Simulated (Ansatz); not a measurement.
Compare A (`OC1(F)BC1`) with its isomer B (`B/C=C(/O)F`).

Isolated molecules relaxed with PBE0-D4/def2-TZVP in Ansatz; ΔE leaves out vibrations. CCSD(T)/CBS adds triple-zeta CCSD(T) − MP2 to the extrapolated MP2 energy (def2 sets, frozen cores). Functionals use def2-TZVPP. B3LYP here is the variant with VWN-RPA as its local correlation; programs differ in this. One conformer a species, not always the lowest.

(1) Which isomer does CCSD(T)/CBS put lower? Give the gap. (An estimate is asked.)

(2) Give E(B) − E(A) in kcal/mol with CCSD(T)/def2-TZVPP, MP2/def2-TZVPP, CCSD(T)/def2-SVP, PBE0-D4, PBE-D4, HF/def2-TZVPP, B3LYP-D4. (Estimate.)

(3) Does the order hold for the free energy at 298.15 K (harmonic terms from PBE0-D4)? (Estimate.)

Largest T1 diagnostic: 0.013.

Results:

(1) Ansatz gave: B, by 29.7 kcal/mol.

(2) Computed: CCSD(T)/def2-TZVPP -30.8, MP2/def2-TZVPP -30.9, CCSD(T)/def2-SVP -31.5, PBE0-D4 -28.6, PBE-D4 -29.6, HF/def2-TZVPP -34.4, B3LYP-D4 -32.3. None reverses the order clearly.

(3) Ansatz gave: Yes: G(B) − G(A) = -29.4 kcal/mol, for one conformer each.

In def2-TZVPP, CCSD(T) changes the Hartree–Fock value by +3.5 kcal/mol (the triples alone add −0.7 kcal/mol) and MP2 by +3.4 kcal/mol. At CCSD(T), def2-SVP lies −1.8 kcal/mol from the extrapolated value and def2-TZVPP −1.1 kcal/mol.
